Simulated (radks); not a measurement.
Problem. Ionisation of neutral phosphorus, [Ne] 3s2 3p3, to [Ne] 3s2 3p2 as the strength of local exchange is varied. All-electron calculation, Dirac Kohn-Sham, Slater X-alpha exchange (alpha = 2/3 is LDA exchange), no correlation, spin-unpolarised, spherical densities, finite nucleus; open shells are shared between the two j in proportion to 2j + 1; Fermi nuclear charge, rms radius 3.1889 fm. Program: a radial shooting solver on a logarithmic mesh with Libxc functionals.

| alpha | E(P) (hartree) | exchange (hartree) | IE (eV) | -e of the level emptied (eV) | <r> of it (bohr) |
|---|---|---|---|---|---|
| 0.674 | -339.87868 | -20.91083 | 8.730 | 4.566 (3p3/2) | 2.419 |
| 0.699 | -340.65506 | -21.72846 | 8.966 | 4.767 (3p3/2) | 2.398 |
| 0.725 | -341.46408 | -22.58195 | 9.214 | 4.979 (3p3/2) | 2.377 |
| 0.975 | -349.32588 | -30.95277 | 11.762 | 7.211 (3p3/2) | 2.199 |
| 1.037 | -351.29875 | -33.07464 | 12.439 | 7.815 (3p3/2) | 2.160 |
| x | -339.66157 | -20.68243 | 8.664 | 4.510 (3p3/2) | 2.425 |

Which alpha was used in the last row?

Solution. alpha = 0.667. NIST Atomic Spectra Database: 10.487 eV (measured). The Delta-SCF value meets it near alpha = 0.85. Spin polarisation and multiplet splitting are left out, so open shells lie too high by an amount that depends on their filling.

Beside tabulated values, note that spin-unpolarised runs miss the spin-polarisation part of the exchange energy of open shells.
